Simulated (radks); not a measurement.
Results of a calculation; reference values are marked as such.
Coulomb parameter of the 4f shell of neutral europium in the model configuration [Xe] 4f6 6s2 6p1, as a second difference U = [E(n + 0.5) + E(n - 0.5) - 2 E(n)] / (0.5)^2 with all orbitals relaxed. "Bare": the charge of the atom changes with n. "Screened": the 6p shell takes up the change at fixed total charge, which measures U(4f,4f) + U(6p,6p) - 2 U(4f,6p). Code: a radial shooting solver on a logarithmic mesh with Libxc functionals. Model: scalar-relativistic Kohn-Sham, PBE, spin-unpolarised, spherical densities, finite nucleus; Fermi nuclear charge, rms radius 5.1115 fm.

\begin{tabular}{lrr}
case & configuration & E - E(n) (eV) \\ \hline
start & [Xe] 4f6 6s2 6p1 & 0.000 \\
bare +0.5 & [Xe] 4f6.5 6s2 6p1 & -4.094 \\
bare -0.5 & [Xe] 4f5.5 6s2 6p1 & 7.692 \\
screened +0.5 & [Xe] 4f6.5 6s2 6p0.5 & -3.647 \\
screened -0.5 & [Xe] 4f5.5 6s2 6p1.5 & 5.841 \\
\end{tabular}

U(bare) = 14.393 eV, U(screened by 6p) = 8.776 eV, against the Slater integral F0(4f,4f) = 28.662 eV with frozen orbitals. The step up makes a negative ion, whose loosely bound charge lowers the bare value.
